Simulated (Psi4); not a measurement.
AgCl, charge -1, doublet, geometry from GFN2-xTB (such geometries of metal compounds can be far from the true shape) (the multiplicity is a formal guess) (core potentials on Ag) (a gas-phase anion, which may not be bound at this level); BLYP/def2-SV(P) (Psi4 1.11).

Here is a job for Psi4.
```
memory 2 GB

molecule mol {
-1 2
Ag   -0.000000   -0.000000   -0.720107
Cl    0.000000    0.000000    1.990884
}

set {
  basis def2-sv(p)
  reference uks
  soscf true
}

energy('blyp')
print_variables()
```

What the program printed (banner, timings and long lists left out):

```
   => Loading Basis Set <=

    Name: DEF2-SV(P)
    Role: ORBITAL
    Keyword: BASIS

    !!!  WARNING: ECP capability is in beta. Please check occupations closely.  !!!

         ---------------------------------------------------------
                                   SCF
               by Justin Turney, Rob Parrish, Andy Simmonett
                          and Daniel G. A. Smith
                              UKS Reference
         ---------------------------------------------------------

  ==> Geometry <==

    Molecular point group: c2v
    Full point group: C_inf_v

    Geometry (in Angstrom), charge = -1, multiplicity = 2:

       Center              X                  Y                   Z               Mass
    ------------   -----------------  -----------------  -----------------  -----------------
         AG           0.000000000000     0.000000000000    -0.668200530978   106.905091600000
         CL           0.000000000000     0.000000000000     2.042790469022    34.968852682000

  Running in c2v symmetry.

  Rotational constants: A = ************  B =      0.08705  C =      0.08705 [cm^-1]
  Rotational constants: A = ************  B =   2609.65993  C =   2609.65993 [MHz]
  Nuclear repulsion =   63.048619138318806

  Charge       = -1
  Multiplicity = 2
  Electrons    = 37
  Nalpha       = 19
  Nbeta        = 18

  ==> Algorithm <==

  SCF Algorithm Type is DF.
  DIIS enabled.
  MOM disabled.
  Fractional occupation disabled.
  Guess Type is SAD.
  Energy threshold   = 1.00e-06
  Density threshold  = 1.00e-06
  Integral threshold = 1.00e-12

  ==> Primary Basis <==

  Basis Set: DEF2-SV(P)
    Blend: DEF2-SV(P)
    Number of shells: 18
    Number of basis functions: 42
    Number of Cartesian functions: 45
    Spherical Harmonics?: true
    Max angular momentum: 2

  Core potential: DEF2-SV(P)
    Number of shells: 4
    Number of ECP primitives: 14
    Number of ECP core electrons: 28
    Max angular momentum: 3

  ==> DFT Potential <==

   => LibXC <=

    Version 7.1.2
    S. Lehtola, C. Steigemann, M. J. T. Oliveira, and M. A. L. Marques,  SoftwareX 7, 1–5 (2018) (10.1016/j.softx.2017.11.002)

   => Composite Functional: BLYP <=

    BLYP GGA Exchange-Correlation Functional

    P.J. Stephens et. al., J. Phys. Chem., 98, 11623-11627, 1994
    B. Miehlich et. al., Chem. Phys. Lett., 157(3), 200-206 1989

    Deriv               =              1
    GGA                 =           TRUE
    Meta                =          FALSE

[...]
   @S^2 Expected:                7.500000000E-01
   @S^2 Observed:                7.510180990E-01
   @S   Expected:                5.000000000E-01
   @S   Observed:                5.000000000E-01

    Orbital Energies [Eh]
    ---------------------

    Alpha Occupied:

[...]
      10A1     0.040299

    Alpha Virtual:

[...]
    Beta Occupied:

[...]
    Beta Virtual:

[...]
    Final Occupation by Irrep:
             A1    A2    B1    B2
    DOCC [     9,    1,    4,    4 ]
    SOCC [     1,    0,    0,    0 ]
    NA   [    10,    1,    4,    4 ]
    NB   [     9,    1,    4,    4 ]

  @DF-UKS Final Energy:  -607.04316298152889

   => Energetics <=

    Nuclear Repulsion Energy =             63.0486191383188057
    One-Electron Energy =               -1030.7982492410906161
    Two-Electron Energy =                 403.2181714109922268
    DFT Exchange-Correlation Energy =     -42.5117042897493249
    Empirical Dispersion Energy =           0.0000000000000000
    VV10 Nonlocal Energy =                  0.0000000000000000
    Total Energy =                       -607.0431629815288943

  UHF NO Occupations:
  HONO-2 :    4 B2 1.9998821
  HONO-1 :    9 A1 1.9998240
  HONO-0 :   10 A1 1.0000000
  LUNO+0 :   11 A1 0.0001760
  LUNO+1 :    5 B2 0.0001179
  LUNO+2 :    5 B1 0.0001179
  LUNO+3 :   12 A1 0.0000466

Computation Completed

Properties will be evaluated at   0.000000,   0.000000,   0.000000 [a0]

Properties computed using the SCF density matrix

 Multipole Moments:

 ------------------------------------------------------------------------------------
     Multipole            Electronic (a.u.)      Nuclear  (a.u.)        Total (a.u.)
 ------------------------------------------------------------------------------------

 L = 1.  Multiply by 2.5417464519 to convert [e a0] to [Debye]
 Dipole X            :          0.0000000            0.0000000            0.0000000
 Dipole Y            :          0.0000000            0.0000000            0.0000000
 Dipole Z            :        -42.3341008           41.6337428           -0.7003580
 Magnitude           :                                                    0.7003580

 ------------------------------------------------------------------------------------

  Variable Map:
  ----------------------------------------------------------------------------
[...]
  Array Variable Map:
  ----------------------------------------------------------------------------
[...]
[...]
```
